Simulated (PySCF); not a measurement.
Compound: BEt2(NH2), C4H12BN.
Geometry (PBE0-D3(BJ)/def2-SVP, Å), atoms numbered from 1 in this order:
```xyz
18
C4H12BN angstrom
B     -0.440   -0.735   -0.031
C      1.144   -0.770   -0.153
C      1.885   -0.006    0.943
H      1.405   -0.330   -1.135
H      1.510   -1.811   -0.197
H      2.979   -0.047    0.813
H      1.601    1.058    0.960
H      1.661   -0.413    1.942
C     -1.218    0.632    0.191
C     -0.884    1.711   -0.839
H     -0.954    1.005    1.199
H     -2.310    0.466    0.217
H     -1.430    2.649   -0.651
H      0.190    1.955   -0.838
H     -1.138    1.387   -1.861
N     -1.162   -1.929   -0.135
H     -2.172   -1.971   -0.091
H     -0.723   -2.832   -0.258
```

The calculation used PySCF 2.14.0, PBE0-D3(BJ)/def2-SVP geometry optimisation, gas phase.

Masses are those of the commonest isotopes; rigid-rotor values at the optimised geometry. The values belong to one conformer.

Task: What are A, B and C (MHz)?

Result: Ia = 149.92, Ib = 177.16, Ic = 283.66 u·Å²; 505379 MHz·u·Å²/I gives A = 3371, B = 2853, C = 1782 MHz.

Task: What kind of rotor is it?

Result: An asymmetric top: κ = (2 × 2853 − 3371 − 1782)/(3371 − 1782) = 0.35.

Task: What does the inertial defect say?

Result: Not planar: Δ = Ic − Ia − Ib = -43.42 u·Å². For a rigid frame Δ = −2 Σ m c², so Σ m c² = 21.71 u·Å² lies off the ab plane: 10.63 from hydrogen and 11.08 from heavier atoms. The atom farthest from that plane is 1.51 Å away.

Task: Give the other two planar moments, Paa and Pbb, and the rms extents of the mass along the axes.

Result: Paa = Σ m a² = (Ib + Ic − Ia)/2 = 155.45 and Pbb = Σ m b² = (Ia + Ic − Ib)/2 = 128.21 u·Å². With the mass M = 85.11 u, the rms extents √(P/M) along a, b and c are 1.35, 1.23, 0.51 Å.

Task: List the rotational levels J(Ka,Kc) to J = 3 (cm⁻¹).

Result: Above 0(0,0):
J = 1: 1(0,1) 0.1546, 1(1,1) 0.1719, 1(1,0) 0.2076
J = 2: 2(0,2) 0.4404, 2(1,2) 0.4453, 2(1,1) 0.5525, 2(2,1) 0.6043, 2(2,0) 0.6277
J = 3: 3(0,3) 0.8426, 3(1,3) 0.8435, 3(1,2) 1.0457, 3(2,2) 1.0681, 3(2,1) 1.1530, 3(3,1) 1.2558, 3(3,0) 1.2680

Task: Predict some low-J microwave lines.

Result: The dipole components are |μa| = 0.08 D, |μb| = 1.60 D, |μc| = 0.02 D. Intensities carry the squares of the components, which stand as 0.00 : 1.00 : 0.00 (a : b : c). Some lines, for components of 0.1 D or more:

| type | branch | J(Ka,Kc) | MHz | lower level (cm⁻¹) |
| --- | --- | --- | --- | --- |
| b | Q | 1(1,0) ← 1(0,1) | 1589 | 0.155 |
| b | Q | 2(2,0) ← 2(1,1) | 2255 | 0.552 |
| b | Q | 3(2,1) ← 3(1,2) | 3218 | 1.046 |
| b | Q | 3(3,0) ← 3(2,1) | 3447 | 1.153 |
| b | R | 1(1,1) ← 0(0,0) | 5153 | 0.000 |
| b | Q | 4(4,0) ← 4(3,1) | 5159 | 1.962 |
| b | Q | 3(3,1) ← 3(2,2) | 5627 | 1.068 |
| b | Q | 3(2,2) ← 3(1,3) | 6733 | 0.844 |
| b | Q | 4(4,1) ← 4(3,2) | 6777 | 1.902 |
| b | Q | 4(3,2) ← 4(2,3) | 7080 | 1.666 |
| b | Q | 4(1,3) ← 4(0,4) | 8937 | 1.362 |
| b | Q | 4(2,3) ← 4(1,4) | 9116 | 1.362 |
| b | R | 2(2,0) ← 1(1,1) | 13666 | 0.172 |
| b | R | 3(2,2) ← 2(1,1) | 15458 | 0.552 |
| b | R | 4(0,4) ← 3(1,3) | 15544 | 0.844 |
| b | R | 4(1,4) ← 3(0,3) | 15576 | 0.843 |
| b | R | 4(2,3) ← 3(1,2) | 18603 | 1.046 |
| b | R | 3(3,1) ← 2(2,0) | 18830 | 0.628 |
| b | R | 3(2,1) ← 2(1,2) | 21216 | 0.445 |
| b | R | 4(4,1) ← 3(3,0) | 25795 | 1.268 |
| b | R | 4(3,1) ← 3(2,2) | 26789 | 1.068 |

No PBE0-D3(BJ)/def2-SVP frequencies stand behind this structure, so it isn't proved a minimum. No vibrational averaging or centrifugal distortion is included, and the geometry carries the error of its method. A rigid rotor knows nothing of internal rotation, which can split or shift real lines. Quadrupole hyperfine structure (11B, 14N) is left out.

The run took 1.9 min wall on one thread, Arm Neoverse V1 (aarch64), no GPU, shared host with 64 logical CPUs at a one-minute load of 46, and the process peaked at 0.56 GiB of memory. This is the geometry optimisation.
